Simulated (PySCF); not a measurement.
¹⁷O chemical shifts

Calculated, not measured (PySCF): geometry: GFN2-xTB, GIAO PBE0/pcSseg-1 shieldings. Gas phase, non-relativistic, one conformer, averaged over atoms made equivalent by symmetry, fast rotation or ring inversion.

Shieldings were converted by a linear fit to measured shifts: ¹⁷O (scatter 10.7 ppm rms, 12.2 ppm with the 3 outliers that the fit left out vs liquid water, solution or neat liquid). A few per cent of atoms miss by over 2 rms, more outside the fitted compound classes.

Q: Give the ¹⁷O shifts of `C/C(=C/CO)CF`, `CCCCC(=O)F`.

A: 
```tsv
compound	environment	δ (ppm)
C/C(=C/CO)CF	alcohol oxygen	4.5
CCCCC(=O)F	carbonyl oxygen	387.5
```

Q: Match the shifts 591.6, 537.0, 372.5, 49.5, -5.1 ppm to `C#CP=C=O`, `O[Si@@H]1CC[C@H]1F`, `CC(=O)c1pc(C)cs1`, `c1csc(C2OCCO2)c1`, `CC[C@@H](F)CC=O`.

A: 591.6: CC[C@@H](F)CC=O (aldehyde oxygen); 537.0: CC(=O)c1pc(C)cs1 (ketone oxygen); 372.5: C#CP=C=O (carbonyl oxygen); 49.5: c1csc(C2OCCO2)c1 (ether oxygen); -5.1: O[Si@@H]1CC[C@H]1F (oxygen bonded to Si, H).
